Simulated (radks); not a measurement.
Results of a calculation; reference values are marked as such.
These are the eigenvalues of the occupied orbitals of an atom or ion with whole-number occupations (eV). Level of theory: Dirac Kohn-Sham, PBE, spin-unpolarised, spherical densities, finite nucleus; Fermi nuclear charge, rms radius of each element as measured or else 0.836 A^(1/3) + 0.57 fm (a radial shooting solver on a logarithmic mesh with Libxc functionals).

orbital  eigenvalue
1s1/2     -29220.29
2s1/2     -4604.023
2p1/2     -4315.794
2p3/2     -4085.138
3s1/2     -1066.288
3p1/2     -949.3813
3p3/2     -906.9504
3d3/2     -700.9833
3d5/2     -692.1816
4s1/2     -337.7860
4p1/2     -296.6945
4p3/2     -287.6835
4d3/2     -220.1111

Which element is it, and in what charge state? The configuration may be excited. Open shells, if any, fill j = l - 1/2 first.

Answer. Z = 50, tin, charge +11: Sn11+ in [Kr] 4d3. The list shows which subshells hold electrons but not how many an open one holds; the 1s level, -1073.8 hartree, gives Z - s = 46.3 by -(Z - s)^2/2, which with screening and relativity narrows Z to a few neighbours, and the depths of the outer levels then fix element, charge and occupations together.
